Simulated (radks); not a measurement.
The numbers below are computed, except where a source is named.
Charge is removed step by step from the 2p (averaged over the sub-levels emptied) level of Tc2+, starting from [Kr] 4d5. Level of theory: Dirac Kohn-Sham, LDA (Slater exchange, Perdew-Wang correlation), spin-unpolarised, spherical densities, finite nucleus; open shells are shared between the two j in proportion to 2j + 1; Fermi nuclear charge, rms radius 4.4112 fm (a radial shooting solver on a logarithmic mesh with Libxc functionals).

removed (e)  E - E(0) (eV)  eigenvalue (eV)  E minus straight line (eV)
0                    0.000          -2680.0                       0.000
0.125               335.90          -2694.4                      -6.365
0.25                673.59          -2708.8                     -10.928
0.375               1013.1          -2723.3                     -13.681
0.5                 1354.4          -2737.9                     -14.615
0.625               1697.6          -2752.6                     -13.722
0.75                2042.6          -2767.3                     -10.994
0.875               2389.4          -2782.0                      -6.423
1                   2738.1          -2796.9                       0.000

Removing the whole electron costs 2738.1 eV by Delta-SCF, against 2680.0 eV from minus the eigenvalue at the starting occupation. Slater's transition state (half an electron removed) gives 2737.9 eV. Integrating minus the eigenvalue over the occupation (Janak's theorem) gives 2738.1 eV. The mean slope of the eigenvalue, de/dn, is 117 eV per electron.
